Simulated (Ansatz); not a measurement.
## Molecular dynamics of Cl3H5OSi2

Input file:

```yaml
crystal:
  periodic: [false, false, false]
  atoms:
    - { symbol: Si, position_ang: [0.153557, -0.398786, -0.010538] }
    - { symbol: Si, position_ang: [0.267248, 0.093228, 2.649143] }
    - { symbol: H, position_ang: [-0.888524, -0.22297, 3.575635] }
    - { symbol: H, position_ang: [1.552227, -0.248518, 3.362134] }
    - { symbol: H, position_ang: [0.237581, 1.5754, 2.407843] }
    - { symbol: Cl, position_ang: [1.974154, 0.618154, -0.131739] }
    - { symbol: Cl, position_ang: [-1.63362, 0.694034, 0.00077] }
    - { symbol: Cl, position_ang: [0.045631, -1.14463, -1.993001] }
    - { symbol: O, position_ang: [0.128505, -2.111701, 0.655721] }
    - { symbol: H, position_ang: [-0.427124, -2.814443, 0.235553] }
    - { symbol: H, position_ang: [-0.024434, -1.519469, 1.639179] }
basis:
  gaussian: { orbitals: def2-SVP }
hamiltonian:
  xc: pbe
md:
  timestep: 0.5
  n_steps: 200
  ensemble: nve
  temperature: 100.0
  initial_velocities: maxwell_boltzmann
  seed: 2155
```

Run as:

```bash
$ ansatz run input.yaml --threads 4 --pin off --max-ram 5120MiB --backend cpu --events-out ev --progress --plain --runs-dir out
```

It starts at the highest image of a converged band. Of that band: Beside the main top the profile has a ripple of under 15 meV (maxima at images 1, 4), which may be a very shallow well or noise. A structure lower than the first end lies on the path between it and the top, so the climb from that side starts below the end, which may itself be a saddle point or a shallow side well. A structure lower than the last end lies on the path between it and the top, so the climb from that side starts below the end, which may itself be a saddle point or a shallow side well. Neighbouring images differ by up to 2.3 eV, so the band resolves the path poorly. A vibrational analysis at the climbing image gives one clearly imaginary mode, 1032i cm⁻¹: a first-order saddle point.

Output, in part (one step line in 4, the closing report, with atoms numbered from 0):

```
md step     0: t =     0.00 fs  T =   100.0 K  F+E_penalty+E_count = -55409.80298804 eV  E_kin = 0.116334 eV  conserved = -55409.68665404 eV  (29 SCF iters)
md step     4: t =     2.00 fs  T =    95.1 K  F+E_penalty+E_count = -55409.79727363 eV  E_kin = 0.110659 eV  conserved = -55409.68661486 eV  (32 SCF iters)
md step     8: t =     4.00 fs  T =    87.5 K  F+E_penalty+E_count = -55409.78839016 eV  E_kin = 0.101826 eV  conserved = -55409.68656386 eV  (32 SCF iters)
md step    12: t =     6.00 fs  T =    87.6 K  F+E_penalty+E_count = -55409.78843551 eV  E_kin = 0.101897 eV  conserved = -55409.68653845 eV  (32 SCF iters)
md step    16: t =     8.00 fs  T =   102.3 K  F+E_penalty+E_count = -55409.80546843 eV  E_kin = 0.118995 eV  conserved = -55409.68647332 eV  (32 SCF iters)
md step    20: t =    10.00 fs  T =   147.2 K  F+E_penalty+E_count = -55409.85762302 eV  E_kin = 0.171287 eV  conserved = -55409.68633650 eV  (30 SCF iters)
md step    24: t =    12.00 fs  T =   250.4 K  F+E_penalty+E_count = -55409.97772818 eV  E_kin = 0.291321 eV  conserved = -55409.68640759 eV  (30 SCF iters)
md step    28: t =    14.00 fs  T =   394.3 K  F+E_penalty+E_count = -55410.14605633 eV  E_kin = 0.458658 eV  conserved = -55409.68739864 eV  (30 SCF iters)
md step    32: t =    16.00 fs  T =   439.5 K  F+E_penalty+E_count = -55410.19866566 eV  E_kin = 0.511330 eV  conserved = -55409.68733594 eV  (30 SCF iters)
md step    36: t =    18.00 fs  T =   499.4 K  F+E_penalty+E_count = -55410.26676923 eV  E_kin = 0.580989 eV  conserved = -55409.68578067 eV  (30 SCF iters)
md step    40: t =    20.00 fs  T =   742.2 K  F+E_penalty+E_count = -55410.55249287 eV  E_kin = 0.863461 eV  conserved = -55409.68903215 eV  (30 SCF iters)
md step    44: t =    22.00 fs  T =   722.5 K  F+E_penalty+E_count = -55410.52785907 eV  E_kin = 0.840562 eV  conserved = -55409.68729718 eV  (30 SCF iters)
md step    48: t =    24.00 fs  T =   689.9 K  F+E_penalty+E_count = -55410.48844339 eV  E_kin = 0.802550 eV  conserved = -55409.68589367 eV  (29 SCF iters)
md step    52: t =    26.00 fs  T =   872.9 K  F+E_penalty+E_count = -55410.70400038 eV  E_kin = 1.015472 eV  conserved = -55409.68852873 eV  (30 SCF iters)
md step    56: t =    28.00 fs  T =   865.1 K  F+E_penalty+E_count = -55410.69403210 eV  E_kin = 1.006462 eV  conserved = -55409.68757046 eV  (30 SCF iters)
md step    60: t =    30.00 fs  T =   833.8 K  F+E_penalty+E_count = -55410.65576014 eV  E_kin = 0.969989 eV  conserved = -55409.68577136 eV  (30 SCF iters)
md step    64: t =    32.00 fs  T =  1027.6 K  F+E_penalty+E_count = -55410.88373821 eV  E_kin = 1.195447 eV  conserved = -55409.68829092 eV  (30 SCF iters)
md step    68: t =    34.00 fs  T =  1066.8 K  F+E_penalty+E_count = -55410.92821264 eV  E_kin = 1.241011 eV  conserved = -55409.68720185 eV  (30 SCF iters)
md step    72: t =    36.00 fs  T =  1057.6 K  F+E_penalty+E_count = -55410.91675512 eV  E_kin = 1.230381 eV  conserved = -55409.68637399 eV  (30 SCF iters)
md step    76: t =    38.00 fs  T =  1163.2 K  F+E_penalty+E_count = -55411.03978162 eV  E_kin = 1.353245 eV  conserved = -55409.68653641 eV  (30 SCF iters)
md step    80: t =    40.00 fs  T =  1344.7 K  F+E_penalty+E_count = -55411.25199278 eV  E_kin = 1.564378 eV  conserved = -55409.68761457 eV  (29 SCF iters)
md step    84: t =    42.00 fs  T =  1393.6 K  F+E_penalty+E_count = -55411.30950077 eV  E_kin = 1.621208 eV  conserved = -55409.68829289 eV  (29 SCF iters)
md step    88: t =    44.00 fs  T =  1274.1 K  F+E_penalty+E_count = -55411.16800427 eV  E_kin = 1.482188 eV  conserved = -55409.68581666 eV  (29 SCF iters)
md step    92: t =    46.00 fs  T =  1356.8 K  F+E_penalty+E_count = -55411.26587424 eV  E_kin = 1.578372 eV  conserved = -55409.68750222 eV  (29 SCF iters)
md step    96: t =    48.00 fs  T =  1419.2 K  F+E_penalty+E_count = -55411.33890367 eV  E_kin = 1.651034 eV  conserved = -55409.68786966 eV  (30 SCF iters)
md step   100: t =    50.00 fs  T =  1329.2 K  F+E_penalty+E_count = -55411.23278076 eV  E_kin = 1.546263 eV  conserved = -55409.68651726 eV  (29 SCF iters)
md step   104: t =    52.00 fs  T =  1312.9 K  F+E_penalty+E_count = -55411.21338934 eV  E_kin = 1.527317 eV  conserved = -55409.68607231 eV  (30 SCF iters)
md step   108: t =    54.00 fs  T =  1466.2 K  F+E_penalty+E_count = -55411.39234616 eV  E_kin = 1.705707 eV  conserved = -55409.68663903 eV  (29 SCF iters)
md step   112: t =    56.00 fs  T =  1667.2 K  F+E_penalty+E_count = -55411.62759600 eV  E_kin = 1.939545 eV  conserved = -55409.68805148 eV  (30 SCF iters)
md step   116: t =    58.00 fs  T =  1692.2 K  F+E_penalty+E_count = -55411.65580293 eV  E_kin = 1.968659 eV  conserved = -55409.68714380 eV  (30 SCF iters)
md step   120: t =    60.00 fs  T =  1729.8 K  F+E_penalty+E_count = -55411.69865198 eV  E_kin = 2.012350 eV  conserved = -55409.68630219 eV  (28 SCF iters)
md step   124: t =    62.00 fs  T =  1879.6 K  F+E_penalty+E_count = -55411.87512535 eV  E_kin = 2.186610 eV  conserved = -55409.68851572 eV  (28 SCF iters)
md step   128: t =    64.00 fs  T =  1800.9 K  F+E_penalty+E_count = -55411.78239199 eV  E_kin = 2.095053 eV  conserved = -55409.68733935 eV  (30 SCF iters)
md step   132: t =    66.00 fs  T =  1636.8 K  F+E_penalty+E_count = -55411.59053712 eV  E_kin = 1.904209 eV  conserved = -55409.68632815 eV  (29 SCF iters)
md step   136: t =    68.00 fs  T =  1591.7 K  F+E_penalty+E_count = -55411.53794857 eV  E_kin = 1.851669 eV  conserved = -55409.68627927 eV  (29 SCF iters)
md step   140: t =    70.00 fs  T =  1678.7 K  F+E_penalty+E_count = -55411.63995474 eV  E_kin = 1.952905 eV  conserved = -55409.68704968 eV  (29 SCF iters)
md step   144: t =    72.00 fs  T =  1739.8 K  F+E_penalty+E_count = -55411.71216057 eV  E_kin = 2.024020 eV  conserved = -55409.68814065 eV  (28 SCF iters)
md step   148: t =    74.00 fs  T =  1634.0 K  F+E_penalty+E_count = -55411.58737174 eV  E_kin = 1.900925 eV  conserved = -55409.68644633 eV  (28 SCF iters)
md step   152: t =    76.00 fs  T =  1658.6 K  F+E_penalty+E_count = -55411.61613176 eV  E_kin = 1.929540 eV  conserved = -55409.68659194 eV  (28 SCF iters)
md step   156: t =    78.00 fs  T =  1786.4 K  F+E_penalty+E_count = -55411.76662134 eV  E_kin = 2.078236 eV  conserved = -55409.68838566 eV  (28 SCF iters)
md step   160: t =    80.00 fs  T =  1696.5 K  F+E_penalty+E_count = -55411.66083858 eV  E_kin = 1.973596 eV  conserved = -55409.68724212 eV  (30 SCF iters)
md step   164: t =    82.00 fs  T =  1536.3 K  F+E_penalty+E_count = -55411.47371630 eV  E_kin = 1.787289 eV  conserved = -55409.68642724 eV  (30 SCF iters)
md step   168: t =    84.00 fs  T =  1473.2 K  F+E_penalty+E_count = -55411.40024252 eV  E_kin = 1.713842 eV  conserved = -55409.68640097 eV  (29 SCF iters)
md step   172: t =    86.00 fs  T =  1511.5 K  F+E_penalty+E_count = -55411.44558215 eV  E_kin = 1.758359 eV  conserved = -55409.68722359 eV  (29 SCF iters)
md step   176: t =    88.00 fs  T =  1489.5 K  F+E_penalty+E_count = -55411.42086366 eV  E_kin = 1.732739 eV  conserved = -55409.68812455 eV  (29 SCF iters)
md step   180: t =    90.00 fs  T =  1325.5 K  F+E_penalty+E_count = -55411.22789561 eV  E_kin = 1.542053 eV  conserved = -55409.68584305 eV  (30 SCF iters)
md step   184: t =    92.00 fs  T =  1385.0 K  F+E_penalty+E_count = -55411.29814464 eV  E_kin = 1.611202 eV  conserved = -55409.68694251 eV  (30 SCF iters)
md step   188: t =    94.00 fs  T =  1514.2 K  F+E_penalty+E_count = -55411.44976685 eV  E_kin = 1.761525 eV  conserved = -55409.68824173 eV  (29 SCF iters)
md step   192: t =    96.00 fs  T =  1440.4 K  F+E_penalty+E_count = -55411.36260541 eV  E_kin = 1.675631 eV  conserved = -55409.68697463 eV  (30 SCF iters)
md step   196: t =    98.00 fs  T =  1350.1 K  F+E_penalty+E_count = -55411.25693450 eV  E_kin = 1.570624 eV  conserved = -55409.68631026 eV  (30 SCF iters)
md step   200: t =   100.00 fs  T =  1384.1 K  F+E_penalty+E_count = -55411.29668418 eV  E_kin = 1.610221 eV  conserved = -55409.68646285 eV  (29 SCF iters)
Total energy: -55411.29672582 eV, -2036.3275955479 hartree
Atom 0 at     0.052781    -0.715373    -0.722265 Å, force    -0.751730     1.207386    -0.107615 eV/Å
Atom 1 at     0.688750     0.762837     4.150263 Å, force    -1.215780    -0.982781    -0.540515 eV/Å
Atom 2 at     1.144180     0.648661     5.581361 Å, force    -0.264035     0.355524     0.062827 eV/Å
Atom 3 at     1.626702    -0.224080     3.471460 Å, force    -0.377911     0.083933    -0.074214 eV/Å
Atom 4 at     0.929727     2.092233     3.481731 Å, force    -0.092724     0.015149     0.283422 eV/Å
Atom 5 at     1.548158     0.360932     0.139876 Å, force     1.376302     0.626218    -0.553040 eV/Å
Atom 6 at    -1.533056     0.503844    -0.131178 Å, force    -0.245769    -0.235084    -0.801114 eV/Å
Atom 7 at     0.135662    -1.175586    -2.797049 Å, force     0.044046     0.261470     1.370797 eV/Å
Atom 8 at    -0.086847    -1.883101     0.381810 Å, force    -0.542724    -1.788111     0.266126 eV/Å
Atom 9 at     0.419059    -2.707850     0.433385 Å, force     0.122041    -0.062866    -0.160928 eV/Å
Atom 10 at    -0.909254     0.320318     3.971156 Å, force     1.948287     0.519162     0.254255 eV/Å
Dipole moment:     0.210583    -0.457320    -0.102767 e Å
```

All steps were run. The conserved energy stayed within 0.23 meV per atom of its start (net change 0.017 meV per atom), so the integration is sound. The kinetic energy rose, since the run started high on the potential surface and went downhill. It ends in pieces (Cl3HOSi + H4Si), so much of that is their flight and rotation, not heat. A run of 0.1 ps of so small a system gives no equilibrium averages. The orbitals stay closed-shell, which can raise the energy where a bond breaks towards radicals; this wasn't checked here.

Between its relaxed ends the band would form Si1–O9, Si2–H11 and break Si1–Si2, O9–H11. These pairs go: Si1–O9 1.84 → 1.61 Å, Si2–H11 1.93 → 1.67 Å, Si1–Si2 2.71 → 5.13 Å, O9–H11 1.16 → 4.29 Å. In the last frame they stand as after the step (other bonds may differ from the relaxed reactants and products). It ends as Cl3HOSi + H4Si. Pairs count as bonded within 1.25 times the sum of covalent radii (0.12 Å more for H–H).

Last frame:

```xyz
11
Properties=species:S:1:pos:R:3
Si 0.053 -0.715 -0.722
Si 0.689 0.763 4.150
H 1.144 0.649 5.581
H 1.627 -0.224 3.471
H 0.930 2.092 3.482
Cl 1.548 0.361 0.140
Cl -1.533 0.504 -0.131
Cl 0.136 -1.176 -2.797
O -0.087 -1.883 0.382
H 0.419 -2.708 0.433
H -0.909 0.320 3.971
```

Time of the run: 5.6 min on 4 threads of Arm Neoverse V1, on a shared host, peak memory 0.2 GiB.
